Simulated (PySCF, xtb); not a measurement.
FS, SMILES F[S], multiplicity 2.

Harmonic wavenumbers (cm⁻¹) from GFN2-xTB (xtb) at its own minimum, in rising order: 729.

Problem. What does B3LYP-D3(BJ)/def2-TZVPD in PySCF give at its own minimum? (The exact figures need the calculation; the answer reports its results.)

Solution. 825. Paired by order, the mean absolute difference is 96 cm⁻¹ and the zero-point energies are 1.0 and 1.2 kcal/mol.
